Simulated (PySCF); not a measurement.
## Ca⁺ (calcium, charge +1): UHF calculation

Configuration: [Ar] 4s1, 2S determinant. All numbers are calculated (PySCF 2.14, the non-relativistic Hamiltonian (point nucleus), in def2-TZVPPD).

```json
{"Total energy": "-676.557684 hartree", "One-electron energy": "-921.6408 hartree", "Hartree (Coulomb) energy": "280.1895 hartree", "Exchange energy": "-35.1064 hartree", "Kinetic energy": "676.54648 hartree", "⟨S²⟩": "0.7502", "⟨L²⟩": "0.000", "Sum of ⟨r⟩": "16.52 bohr", "Sum of ⟨r²⟩": "31.28 bohr²", "Density at the nucleus (Gaussians lack the cusp)": "5170 bohr⁻³", "Spin density at the nucleus": "2.08 bohr⁻³", "Langevin diamagnetic susceptibility": "-24.8 ×10⁻⁶ cm³/mol"}
```

```
shell  electrons  mean orbital energy (hartree)  rms radius, mean of both spins (bohr)
 1s α          1                     -149.60984                                 0.0896
 1s β          1                     -149.60740                                 0.0896
 2s α          1                      -17.06865                                  0.395
 2s β          1                      -17.06425                                  0.395
 2p α          3                      -13.87438                                  0.363
 2p β          3                      -13.87300                                  0.363
 3s α          1                       -2.49153                                   1.24
 3s β          1                       -2.47998                                   1.24
 3p α          3                       -1.58463                                   1.38
 3p β          3                       -1.58013                                   1.38
 4s α          1                       -0.41659                                   3.96
```
